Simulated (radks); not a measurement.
All-electron atom: Li+ in 1s1 2s1 (not the ground configuration).

Method: Dirac Kohn-Sham, exchange-only PBE, spin-unpolarised, spherical densities, finite nucleus; Fermi nuclear charge, rms radius 2.444 fm; computed with a radial shooting solver on a logarithmic mesh with Libxc functionals.

Energy parts (eV):
| part | energy |
|---|---|
| total | -133.506 |
| kinetic | 133.539 |
| electron-nucleus | -284.817 |
| Hartree | 42.904 |
| exchange | -25.132 |

Orbitals (lengths in bohr, moments of r in powers of bohr; <r^-3> diverges for s and p1/2; r(max) is where P^2 peaks; r(90%) holds 90 % of the orbital's charge):
orbital  occ.  eigenvalue (eV)     <r>  r(90%)  <r^-3>  r(max)
1s1/2       1         -85.4212  0.5207   0.933       -  0.3369
2s1/2       1         -11.7625   2.562    3.97       -   2.119
2p1/2       0          -9.5770   2.426    3.97       -   1.886
2p3/2       0          -9.5757   2.427    3.97  0.4544   1.886

The highest occupied level is 2s1/2 at -11.763 eV. The electron density at the nucleus is 8.96 e/bohr^3. The density falls to 0.001 e/bohr^3 at r = 3.65 bohr. Summed over all electrons, <r^2> = 8.099 bohr^2, which gives a Langevin (diamagnetic) susceptibility term of -6.41 x 10^-6 cm^3/mol.

Run on one thread of a shared host, so times are rough (Arm Neoverse N1): 0.05 s of CPU time, 0.05 s wall, 17 iterations on 2189 mesh points.
